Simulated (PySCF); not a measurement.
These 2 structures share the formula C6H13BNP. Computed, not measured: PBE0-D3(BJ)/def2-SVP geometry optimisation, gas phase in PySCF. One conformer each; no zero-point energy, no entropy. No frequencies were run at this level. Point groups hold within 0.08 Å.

Task: Rank from lowest to highest electronic energy at this level (kcal/mol).
A. `[CH3:1][P+:2]([CH3:3])([BH2-:4][C:5]#[N:6])[CH:7]1[CH2:8][CH2:9]1` with C1–P2–B4–C5 56°, C1–P2–C7–C8 -45°
B. `[CH3:1][C@@H:2]1[CH2:3][CH2:4][P@+:5]1([CH3:6])[BH2-:7][C:8]#[N:9]` with C4–P5–B7–C8 -38°, C1–C2–C3–C4 -101°, C2–C3–C4–P5 -16°, C3–C4–P5–C6 -91°, C1–C2–P5–C4 104°

Result: B (0.0), A (4.6).

As drawn, the lower has a four-membered ring, which the higher lacks; the higher has a three-membered ring, which the lower lacks.

| SMILES | E (Eh) | E rel (kcal/mol) | dipole (D) | point group | A, B, C (MHz) |
| --- | --- | --- | --- | --- | --- |
| C[C@@H]1CC[P@+]1(C)[BH2-]C#N | -656.59181 | 0.0 | 7.61 | C1 | 1725, 1192, 944.3 |
| C[P+](C)([BH2-]C#N)C1CC1 | -656.58443 | 4.6 | 7.59 | C1 | 1584, 1236, 889.2 |

Task: How do the relative energies change in single points at PBE0/pcSseg-1 (no added dispersion term) on the same geometries?

Result: 
```
                      SMILES  PBE0-D3(BJ)/def2-SVP (kcal/mol)  PBE0/pcSseg-1 (kcal/mol)  shift
C[C@@H]1CC[P@+]1(C)[BH2-]C#N                              0.0                       0.0    0.0
    C[P+](C)([BH2-]C#N)C1CC1                              4.6                       3.9   -0.7
```

Each column counts from its own lowest isomer. The order is unchanged; the largest shift is 0.7 kcal/mol.

Task: As an exercise, what shares would exp(−E/RT) give at 500 K from these electronic energies alone (no entropy, no degeneracies)?

Result: RT = 0.994 kcal/mol: C[C@@H]1CC[P@+]1(C)[BH2-]C#N 99.1 %, C[P+](C)([BH2-]C#N)C1CC1 0.9 %.
